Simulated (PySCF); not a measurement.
C3H6O2Si, SMILES C=COC(=O)[SiH3].

Coordinates come from a PBE-D3(BJ)/def2-SVP optimisation. The values are those of a single conformer.

Level of theory: PBE-D3(BJ)/def2-SVP in PySCF 2.14.0.

Frequencies are harmonic and unscaled.

| mode | ν (cm⁻¹) | IR (km/mol) | moving atoms (share of kinetic energy) |
|---|---|---|---|
| 1 | 26 | 0.2 | H 86 % |
| 2 | 77 | 0.5 | C 40 %, H 27 %, O 24 %, Si 9 % |
| 3 | 159 | 0.9 | C 32 %, O 31 %, H 21 %, Si 17 % |
| 4 | 161 | 0.9 | H 42 %, O 38 %, C 17 % |
| 5 | 278 | 2.7 | O 41 %, C 40 %, H 12 % |
| 6 | 368 | 20.1 | Si 37 %, O 36 %, C 15 %, H 12 % |
| 7 | 439 | 21.1 | H 52 %, C 31 %, O 15 % |
| 8 | 509 | 1.4 | C 38 %, H 30 %, O 17 %, Si 15 % |
| 9 | 594 | 37.9 | H 78 %, Si 12 % |
| 10 | 676 | 8.6 | H 52 %, C 39 % |
| 11 | 716 | 6.9 | H 45 %, C 40 %, O 14 % |
| 12 | 790 | 10.6 | O 75 %, H 14 %, C 11 % |
| 13 | 858 | 264.7 | H 86 % |
| 14 | 872 | 37.3 | H 71 %, C 29 % |
| 15 | 886 | 27.5 | H 41 %, C 33 %, O 24 % |
| 16 | 903 | 45.3 | H 91 % |
| 17 | 906 | 32.5 | H 97 % |
| 18 | 962 | 25.6 | H 92 % |
| 19 | 1082 | 103.6 | C 73 %, H 17 %, O 8 % |
| 20 | 1157 | 333.2 | C 48 %, O 33 %, H 19 % |
| 21 | 1307 | 19.6 | H 85 %, C 9 % |
| 22 | 1350 | 11.7 | H 84 %, C 13 % |
| 23 | 1640 | 67.4 | C 87 %, H 12 % |
| 24 | 1748 | 145.7 | C 60 %, O 40 % |
| 25 | 2178 | 44.4 | H 99 % |
| 26 | 2194 | 75.8 | H 96 % |
| 27 | 2197 | 82.9 | H 96 % |
| 28 | 3107 | 0.6 | H 95 % |
| 29 | 3133 | 13.5 | H 91 %, C 9 % |
| 30 | 3237 | 3.2 | H 90 %, C 10 % |
